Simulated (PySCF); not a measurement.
## C₆ coefficients of unlike pairs at UHF

Calculated with PySCF 2.14 from the dipole response of each species, C₆(A,B) = (3/π) ∫ α_A(iu) α_B(iu) du, in atomic units, from isotropic polarisabilities. For ions this is the dispersion term alone; charge-induced terms of lower order in 1/R come first.

| species | configuration | basis | relativity | α (bohr³) | C₆ (like pair) |
| --- | --- | --- | --- | --- | --- |
| Mn³⁺ | [Ar] 3d4 (5D) | def2-TZVPPD (6s6p4d2f1g) | none | 1.679 | 4.103 |
| P⁺ | [Ne] 3s2 3p2 (3P) | aug-cc-pVQZ-DK (7s6p4d3f2g) | spin-free X2C | 14.39 | 74.45 |
| Ni⁺ | [Ar] 3d9 (2D) | x2c-TZVPPall with one added diffuse shell each of s, p, d, f type (7s6p5d3f1g) | spin-free X2C | 5.947 | 19.65 |
| W³⁺ | [Xe] 4f14 5d3 (4F) | aug-cc-pwCVTZ-PP with ECP60MDF (8s8p7d4f3g) | core potential | 7.063 | 34.72 |

Question: Estimate C₆ for Ni⁺ with P⁺.

Answer: The integral gives 36.24. The combination rule 2 C_A C_B / (C_A α_B/α_A + C_B α_A/α_B) gives 37.36 and the geometric mean 38.25.

No spin-orbit coupling is included.

The other pairs:

| pair | C₆ |
| --- | --- |
| Ni⁺, Mn³⁺ | 8.507 |
| W³⁺, Ni⁺ | 26.02 |
| P⁺, Mn³⁺ | 13.92 |
| W³⁺, Mn³⁺ | 11.38 |
| W³⁺, P⁺ | 47.53 |
